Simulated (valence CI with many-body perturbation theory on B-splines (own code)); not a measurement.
**Level structure of Sb XXX**

Computed by relativistic CI+MBPT: four valence electrons over a frozen Dirac-Fock core [Ar], a basis of 7 s, 7 p, 8 d, 6 f, 4 g, 1 h functions for each j, with the one-electron correlation potential Σ1 (screened to all orders), the two-electron term Σ2, the three-electron term Σ3, Breit, model QED; selected single and double excitations, second order for the rest, scaled by the run's own slope (own B-spline code, finite nucleus).

The last digits are not significant, and no measured levels were compared; by estimate large intervals hold to a few tenths of a per cent, small ones and those within an open d or f shell to about a per cent. Only levels of the ground parity were solved; by the run's estimate the other parity begins above the list, which can be wrong where configurations are misplaced.

Levels 1 to 32 of 32, with energies above the lowest level, (3d3/2^4) J=0. "Leading %" is the weight of the configuration and term that name the level; weights of strongly mixed levels are sums over their largest components and can fall short, so below about 35 % the name and the second component can differ from the true leading terms, or belong to a minority configuration. In the jj column 3d3/2^4 stands for four electrons in 3d with j = 3/2. Lifetimes count E1, E2, E3, M1 and M2 decay at the calculated energies, and are blank where another channel may lead or the interval is too uncertain; long ones can be off by a factor of two.

```csv
No.,Configuration,Term,J,E (cm⁻¹),Leading %,Second component,Leading jj,Lifetime
1,3d4,5D,0,0,48,46 % 3d4 3P,3d3/2^4 (89 %),
2,3d4,5D,1,53387,77,23 % 3d4 3P,3d3/2^3 3d5/2 (91 %),193 μs
3,3d4,5D,2,88871,83,6 % 3d4 3P,3d3/2^3 3d5/2 (49 %),540 μs
4,3d4,5D,3,110040,71,15 % 3d4 3F,3d3/2^3 3d5/2 (47 %),3.01 ms
5,3d4,5D,4,112160,36,31 % 3d4 3F,3d3/2^3 3d5/2 (78 %),6.89 s
6,3d4,5D,0,159300,50,33 % 3d4 3P,3d3/2^2 3d5/2^2 (85 %),24.6 μs
7,3d4,3H,4,168950,46,36 % 3d4 5D,3d3/2^2 3d5/2^2 (72 %),144 μs
8,3d4,3G,3,190420,59,18 % 3d4 5D,3d3/2^2 3d5/2^2 (56 %),84.5 μs
9,3d4,3F,2,193070,54,21 % 3d4 1D,3d3/2^2 3d5/2^2 (61 %),51.4 μs
10,3d4,3H,5,204280,72,27 % 3d4 3G,3d3/2^2 3d5/2^2 (99 %),219 μs
11,3d4,3P,1,209900,65,19 % 3d4 3D,3d3/2^2 3d5/2^2 (76 %),42.2 μs
12,3d4,3H,6,218000,65,35 % 3d4 1I,3d3/2^2 3d5/2^2 (94 %),36.5 ms
13,3d4,3G,4,236890,66,28 % 3d4 1G,3d3/2^2 3d5/2^2 (90 %),363 μs
14,3d4,3D,2,243210,45,36 % 3d4 3P,3d3/2^2 3d5/2^2 (84 %),256 μs
15,3d4,3D,3,248920,43,40 % 3d4 3F,3d3/2^2 3d5/2^2 (75 %),
16,3d4,3F,4,264350,41,24 % 3d4 3H,3d3/2 3d5/2^3 (65 %),37.2 μs
17,3d4,3F,3,287260,45,26 % 3d4 3G,3d3/2 3d5/2^3 (84 %),29.5 μs
18,3d4,3P,2,290380,34,34 % 3d4 1D,3d3/2^2 3d5/2^2 (52 %),30.8 μs
19,3d4,3G,5,305230,72,27 % 3d4 3H,3d3/2 3d5/2^3 (99 %),69.4 μs
20,3d4,3D,1,312210,78,16 % 3d4 3P,3d3/2 3d5/2^3 (82 %),21.6 μs
21,3d4,1I,6,314720,65,35 % 3d4 3H,3d3/2 3d5/2^3 (94 %),69.9 μs
22,3d4,3F,4,337740,53,36 % 3d4 1G,3d3/2^2 3d5/2^2 (70 %),
23,3d4,1S,0,344730,65,34 % 3d4 3P,3d3/2 3d5/2^3 (82 %),30.8 μs
24,3d4,3P,2,348010,56,22 % 3d4 3D,3d3/2^2 3d5/2^2 (53 %),42.9 μs
25,3d4,1F,3,363680,52,27 % 3d4 3D,3d3/2 3d5/2^3 (87 %),
26,3d4,3P,2,372540,47,39 % 3d4 3F,3d3/2^2 3d5/2^2 (56 %),42.6 μs
27,3d4,1G,4,416040,43,42 % 3d4 3F,3d5/2^4 (69 %),17.1 μs
28,3d4,3F,3,425590,73,24 % 3d4 1F,3d3/2 3d5/2^3 (98 %),
29,3d4,3P,1,430360,96,,3d3/2 3d5/2^3 (94 %),26.9 μs
30,3d4,1D,2,432210,41,35 % 3d4 3F,3d5/2^4 (50 %),26.9 μs
31,3d4,3P,0,447640,73,25 % 3d4 1S,3d3/2^2 3d5/2^2 (57 %),
32,3d4,1G,4,448370,61,31 % 3d4 3F,3d3/2 3d5/2^3 (80 %),26.9 μs
```

The ionisation energy to 3d3 4F_3/2 of the next ion comes out as 1698.1 eV (NIST: 1698 ± 4 eV (theoretical)). All 32 levels together are meant to be complete up to 465540 cm⁻¹.
